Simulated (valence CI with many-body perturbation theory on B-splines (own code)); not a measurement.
**Co14+: calculated level list**

Calculated by configuration interaction combined with many-body perturbation theory (CI+MBPT): three valence electrons over a frozen Dirac-Fock core [Ne], radial functions for each j: 11 s, 11 p, 10 d, 8 f, 5 g, 2 h, with the one-electron correlation potential Σ1 (screened to all orders), the two-electron term Σ2, the three-electron term Σ3, Breit, model QED; selected single and double excitations, second order for the rest, scaled by the run's own slope (own B-spline code, finite nucleus).

No measured levels were compared; by estimate levels of excited configurations hold to 0.05 to 0.15 % of their energy, terms of the ground configuration to about 0.5 %.

Levels 1 to 45 of 173, with energies above the lowest level, 3s2.3p 2P°_1/2. "Leading %" is the weight of the configuration and term that name the level; weights of strongly mixed levels are sums over their largest components and can fall short, so below about 35 % the name and the second component can differ from the true leading terms, or belong to a minority configuration.

| No. | Configuration | Term | J | E (eV) | Leading % | g | Second component |
| --- | --- | --- | --- | --- | --- | --- | --- |
| 1 | 3s2.3p | 2P° | 1/2 | 0.00 | 97 | 0.664 |  |
| 2 | 3s2.3p | 2P° | 3/2 | 2.85 | 97 | 1.333 |  |
| 3 | 3s.3p2 | 4P | 1/2 | 30.00 | 98 | 2.658 |  |
| 4 | 3s.3p2 | 4P | 3/2 | 31.19 | 99 | 1.731 |  |
| 5 | 3s.3p2 | 4P | 5/2 | 32.62 | 97 | 1.589 |  |
| 6 | 3s.3p2 | 2D | 3/2 | 40.02 | 86 | 0.806 | 11 % 3s2.3d 2D |
| 7 | 3s.3p2 | 2D | 5/2 | 40.40 | 85 | 1.211 | 11 % 3s2.3d 2D |
| 8 | 3s.3p2 | 2S | 1/2 | 48.50 | 70 | 1.645 | 26 % 3s.3p2 2P |
| 9 | 3s.3p2 | 2P | 1/2 | 51.84 | 70 | 1.032 | 27 % 3s.3p2 2S |
| 10 | 3s.3p2 | 2P | 3/2 | 52.94 | 95 | 1.328 |  |
| 11 | 3s2.3d | 2D | 3/2 | 62.77 | 86 | 0.799 | 11 % 3s.3p2 2D |
| 12 | 3s2.3d | 2D | 5/2 | 63.09 | 86 | 1.200 | 11 % 3s.3p2 2D |
| 13 | 3p3 | 2D° | 3/2 | 76.76 | 61 | 0.890 | 26 % 3s.3p.3d 2D° |
| 14 | 3p3 | 2D° | 5/2 | 77.42 | 69 | 1.199 | 30 % 3s.3p.3d 2D° |
| 15 | 3p3 | 4S° | 3/2 | 78.50 | 89 | 1.899 | 5 % 3p3 2D° |
| 16 | 3s.3p.3d | 4F° | 3/2 | 85.23 | 97 | 0.416 |  |
| 17 | 3p3 | 2P° | 1/2 | 85.60 | 80 | 0.665 | 17 % 3s.3p.3d 2P° |
| 18 | 3s.3p.3d | 4F° | 5/2 | 85.84 | 98 | 1.032 |  |
| 19 | 3p3 | 2P° | 3/2 | 86.21 | 70 | 1.331 | 18 % 3s.3p.3d 2P° |
| 20 | 3s.3p.3d | 4F° | 7/2 | 86.75 | 98 | 1.240 |  |
| 21 | 3s.3p.3d | 4F° | 9/2 | 88.03 | 100 | 1.333 |  |
| 22 | 3s.3p.3d | 4P° | 5/2 | 91.60 | 64 | 1.507 | 29 % 3s.3p.3d 4D° |
| 23 | 3s.3p.3d | 4D° | 3/2 | 91.92 | 61 | 1.386 | 36 % 3s.3p.3d 4P° |
| 24 | 3s.3p.3d | 4D° | 1/2 | 92.12 | 88 | 0.295 | 11 % 3s.3p.3d 4P° |
| 25 | 3s.3p.3d | 4D° | 7/2 | 93.54 | 98 | 1.425 |  |
| 26 | 3s.3p.3d | 4P° | 1/2 | 93.65 | 89 | 2.374 | 11 % 3s.3p.3d 4D° |
| 27 | 3s.3p.3d | 4D° | 5/2 | 93.66 | 69 | 1.424 | 27 % 3s.3p.3d 4P° |
| 28 | 3s.3p.3d | 4P° | 3/2 | 93.69 | 61 | 1.522 | 38 % 3s.3p.3d 4D° |
| 29 | 3s.3p.3d | 2D° | 3/2 | 95.37 | 77 | 0.821 | 17 % 3p3 2D° |
| 30 | 3s.3p.3d | 2D° | 5/2 | 95.48 | 71 | 1.227 | 15 % 3p3 2D° |
| 31 | 3s.3p.3d | 2F° | 5/2 | 98.84 | 96 | 0.866 |  |
| 32 | 3s.3p.3d | 2F° | 7/2 | 101.08 | 99 | 1.142 |  |
| 33 | 3s.3p.3d | 2P° | 3/2 | 107.05 | 75 | 1.288 | 14 % 3p3 2P° |
| 34 | 3s.3p.3d | 2P° | 1/2 | 108.31 | 87 | 0.664 | 12 % 3p3 2P° |
| 35 | 3s.3p.3d | 2F° | 7/2 | 108.56 | 97 | 1.143 |  |
| 36 | 3s.3p.3d | 2F° | 5/2 | 109.00 | 97 | 0.861 |  |
| 37 | 3s.3p.3d | 2P° | 1/2 | 111.41 | 90 | 0.663 | 5 % 3p3 2P° |
| 38 | 3s.3p.3d | 2D° | 3/2 | 111.60 | 51 | 1.027 | 41 % 3s.3p.3d 2P° |
| 39 | 3s.3p.3d | 2P° | 3/2 | 112.02 | 60 | 1.148 | 28 % 3s.3p.3d 2D° |
| 40 | 3s.3p.3d | 2D° | 5/2 | 112.09 | 83 | 1.194 | 12 % 3p3 2D° |
| 41 | 3p2.3d | 2F | 5/2 | 127.71 | 86 | 0.865 | 11 % 3s.3d2 2F |
| 42 | 3p2.3d | 4F | 3/2 | 128.24 | 93 | 0.442 |  |
| 43 | 3p2.3d | 2F | 7/2 | 128.71 | 78 | 1.156 | 11 % 3s.3d2 2F |
| 44 | 3p2.3d | 4F | 5/2 | 128.97 | 92 | 1.049 | 6 % 3p2.3d 4D |
| 45 | 3p2.3d | 4F | 7/2 | 129.94 | 89 | 1.246 | 7 % 3p2.3d 4D |

Names give the largest LS component (configuration and term), which can be under half, so a name can repeat, a term be missing and a line seem to break the LS rules; names also repeat where a configuration has a term twice.

Where two levels of one J and parity lie close, their mixing, g and order are uncertain.

The ionisation energy to 3s2 1S_0 of the next ion comes out as 443.82 eV (NIST: 441.1 ± 1.4 eV (semi-empirical)). All 173 levels together are meant to be complete up to 258.01 eV.
